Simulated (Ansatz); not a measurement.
Basis-set extrapolation for H$_{6}$OSSi$_{2}$ (`O[SiH2]S[SiH3]`) (PBE0-D4/def2-TZVP geometry, frozen core, Ansatz). Multiplicity 1, RHF reference.

```csv
,def2-TZVPP,def2-QZVPP
HF,-1053.925820,-1053.959252
MP2 correlation,-0.670115,-0.725543
CCSD(T) correlation,-0.749913,not run
```

Energies in hartree. Use E(X) = E(∞) + A·exp(−7.88·√X) for Hartree–Fock and E(X) = E(∞) + B·X^(−2.97) for correlation, with X = 3 and 4, and add CCSD(T) minus MP2 of the smaller set to the MP2 limit.

Q: What is the CCSD(T) energy at the basis-set limit?

A: HF limit: -1053.959252 + (-0.033432) × 0.13774 = -1053.96386. MP2 limit: -0.725543 + (-0.055428) × 0.74074 = -0.76660. Higher-order term: -0.749913 − (-0.670115) = -0.07980. Total: -1054.81026 hartree, 84.4 kcal/mol below CCSD(T)/def2-TZVPP.
